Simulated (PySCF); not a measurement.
Species: C₇H₉FOSi.
Bonds: C1–C2, C2–C3 (aromatic), C3–C4 (aromatic), C4–C5 (aromatic), C5–C6 (aromatic), C6–O7, O7–Si8, C6–C9 (aromatic), C9–F10, C2–C9 (aromatic). Hydrogens: H11, H12, H13 on C1; H14 on C3; H15 on C4; H16 on C5; H17, H18, H19 on Si8.

A GFN2-xTB structure was refined with PBE0-D3(BJ)/def2-SVP geometry optimisation, gas phase (PySCF 2.14.0). Its GFN2-xTB values:

```tsv
coordinate	GFN2-xTB
C1–C2	1.532 Å
C1–H11	1.068 Å
C2–C3	1.391 Å
C2–C9	1.384 Å
C3–C4	1.345 Å
C3–H14	1.082 Å
C4–C5	1.417 Å
C4–H15	1.061 Å
C5–C6	1.385 Å
C5–H16	1.086 Å
C6–O7	1.328 Å
C6–C9	1.397 Å
O7–Si8	1.625 Å
Si8–H17	1.452 Å
C9–F10	1.364 Å
C2–C3–C4	122.7°
C2–C9–C6	122.9°
C2–C9–F10	118.8°
C3–C4–C5	119.4°
C5–C6–O7	119.7°
C5–C6–C9	117.7°
C6–O7–Si8	134.5°
C6–C9–F10	118.3°
C5–C6–O7–Si8	179°
```

Problem. How do these coordinates change at the PBE0-D3(BJ)/def2-SVP level?

Solution. 
```
  coordinate  PBE0-D3(BJ)/def2-SVP (Å or °)  change
      O7–Si8                          1.684  +0.059
       C3–C4                          1.394  +0.049
     Si8–H17                          1.490  +0.038
       C1–C2                          1.498  -0.034
      C4–H15                          1.092  +0.031
      C1–H11                          1.098  +0.030
       C4–C5                          1.391  -0.026
      C9–F10                          1.347  -0.017
       C6–O7                          1.343  +0.015
       C5–C6                          1.397  +0.012
      C3–H14                          1.092  +0.010
       C2–C3                          1.399  +0.008
       C2–C9                          1.392  +0.008
      C5–H16                          1.091  +0.005
       C6–C9                          1.398  +0.001
    C2–C3–C4                          120.8    -1.9
    C3–C4–C5                          120.6    +1.2
   C6–O7–Si8                          133.5    -1.0
   C6–C9–F10                          117.7    -0.6
    C5–C6–O7                          119.3    -0.4
    C5–C6–C9                          118.1    +0.4
   C2–C9–F10                          119.1    +0.3
    C2–C9–C6                          123.2    +0.3
C5–C6–O7–Si8                            175      -4
```

The energy falls by 0.327 eV over 6 energy and gradient evaluations, the largest force component goes from 0.0604 to 2.6e-04 Eh/bohr, and the atoms move by 0.069 Å rms after alignment. The bond that changes most is O7–Si8 (silyl ether oxygen to oxygen-bound silicon), which lengthens by 0.059 Å. Bonds longer at the end by more than 0.005 Å: 14 of 19; shorter: 3. Rotational constants go from 2030, 879.6, 620.5 to 2019, 865.2, 612.6 MHz.

The run used 189 basis functions and 43 SCF cycles in all.

Whether it is a minimum is left open (no frequencies). One conformer, not necessarily the lowest.

The values belong to the conformer `[CH3:1][c:2]1[cH:3][cH:4][cH:5][c:6]([O:7][SiH3:8])[c:9]1[F:10]`: C5–C6–O7–Si8 175°.
